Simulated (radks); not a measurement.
Task: Spherical quantum dot in the effective-mass picture: electrons in a parabolic well V = omega^2 r^2 / 2 with omega = 0.31, with a point charge +1 (a donor) at the centre, all in effective atomic units (hartree* = m*/eps^2 hartree, bohr* = eps/m* bohr), one dielectric constant everywhere. Method: non-relativistic Kohn-Sham, r2SCAN, spin-polarised, spherical densities, generalised Kohn-Sham scheme; computed with a radial shooting solver with Libxc functionals. Levels are named by radial order and angular momentum (1s, 1p, 1d, 2s, ...), and open shells are averaged over m. Results are scaled to m* = 0.209 and eps = 10.4, for which hartree* = 52.58 meV and bohr* = 2.633 nm. At N = 6 the configuration is 1s2 1p(up 3, down 1). Does electron 7 go into 2s up or 2s down or 1p down?

Result: Into 1p down. The total energies of the other choices lie higher by 3.45 meV (2s up), 4.67 meV (2s down).
